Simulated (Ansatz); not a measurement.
Ansatz (an electronic-structure program) input (BLYP/6-31G*):

Ansatz 0.2 input:
```yaml
crystal:
  periodic: [false, false, false]
  atoms:
    - {symbol: B, position_ang: [-0.00000000, -0.00000000, -1.53551500]}
    - {symbol: Br, position_ang: [0.00000000, 0.00000000, 0.21935900]}
basis:
  gaussian:
    orbitals: 6-31G*
hamiltonian:
  xc: {name: BLYP}
total_charge: 1
magnetization: {spin_polarized: true, initial_magnetization: 1}
output: {forces: true}
```

Output:

```
Functional definition: BLYP
integrals: 0.01 GiB planned
491 factors; their error is unknown
mean field: 0.12 GiB planned
mean field evaluation 1: about -70701.2547 eV, gradient 1.8e1 eV
mean field evaluation 2: about -70685.3976 eV, gradient 5.8e1 eV
mean field evaluation 4: about -70703.3184 eV, gradient 4.4e0 eV
mean field evaluation 8: about -70703.4275 eV, gradient 1.1e-2 eV
mean field -70703.42753350 eV, -2598.3030373517 hartree, gradient 1.6e-5 eV, S^2 0.757060; 0 other end points of the search recorded, 0 dependent functions left out
the calculation of the forces begins
reference -70703.42774926 eV, -2598.3030452809 hartree; 20, 19 occupied and 30, 31 virtual orbitals, 491 factors
Total energy: -70703.42774926 eV, -2598.3030452809 hartree
Atom 0 at    -0.000000    -0.000000    -1.535515 Å, force     0.000000     0.000000    -0.700759 eV/Å
Atom 1 at     0.000000     0.000000     0.219359 Å, force    -0.000000    -0.000000     0.700759 eV/Å
Dipole moment:     0.000000     0.000000    -0.644666 e Å
```

The dipole moment of an ion depends on the origin.

The geometry given is a B3LYP-D3(BJ)/def2-TZVP minimum.
